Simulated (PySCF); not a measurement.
CF2I, SMILES F[C](F)I (connectivity only; charge and spin as stated), charge +1, multiplicity 1. The structure is a stationary point at PBE-D3(BJ)/def2-SVP. The spin state was assumed, not searched. The isomer is the one that the SMILES or the coordinates give; other isomers of the formula were not compared. The def2 effective core potentials stand for the cores of I; spin–orbit coupling is left out.

Computed with PySCF 2.14.0 with PBE-D3(BJ)/def2-SVP.

Harmonic wavenumbers (cm⁻¹): 301, 350, 551, 696, 1321, 1457. Rotational constants (GHz): 11.63, 2.153, 1.817; symmetry number 2.

Question: Work out the zero-point energy and the ideal-gas rigid-rotor harmonic-oscillator thermochemistry at 298.15 K and 1 atm.

Answer: ZPE = ½ Σ hcν = ½ × 4677 cm⁻¹ = 6.69 kcal/mol. H − E(el) = 9.75 kcal/mol. Entropy in cal/(mol K): translation 41.42, rotation 24.98, vibration 3.46, total 69.87. G − E(el) = -11.08 kcal/mol. Cp = 13.39 cal/(mol K).
